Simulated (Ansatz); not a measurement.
The same redistribution along the group Ti, Zr, Hf.

Program: Ansatz. Geometries: PBE0-D4/def2-TZVP. ΔE: electronic, gas phase. CCSD(T)/CBS adds triple-zeta CCSD(T) − MP2 to the extrapolated MP2 energy (def2 sets, frozen cores). Functionals use def2-TZVPP. B3LYP here is the variant with VWN-RPA as its local correlation; programs differ in this. Elements past krypton have def2 core potentials. For Hf, I, Ti, Zr outer-core shells are correlated without core-valence functions, which leaves a few kJ/mol of doubt a bond. Scalar relativity is left out up to krypton. One conformer a species, not always the lowest.

```
                                                                                 reaction  ωB97X-V (kcal/mol)  HF/CBS(def2) (kcal/mol)  B3LYP-D4 (kcal/mol)  CCSD(T)/CBS(def2) (kcal/mol)
`[Cl][Ti]([Cl])([Cl])[I]` + `N[Si]1(Cl)CO1` → `[Cl][Ti]([Cl])([Cl])[Cl]` + `N[Si]1(I)CO1`                 1.1                      1.0                  2.2                           2.8
`[Cl][Zr]([Cl])([Cl])[I]` + `N[Si]1(Cl)CO1` → `[Cl][Zr]([Cl])([Cl])[Cl]` + `N[Si]1(I)CO1`                 0.5                      1.9                  1.0                           1.5
`[Cl][Hf]([Cl])([Cl])[I]` + `N[Si]1(Cl)CO1` → `[Cl][Hf]([Cl])([Cl])[Cl]` + `N[Si]1(I)CO1`                 0.2                      1.5                  0.3                           0.7
```

Largest T1 diagnostic: 0.025, for `[Cl][Ti]([Cl])([Cl])[Cl]`.
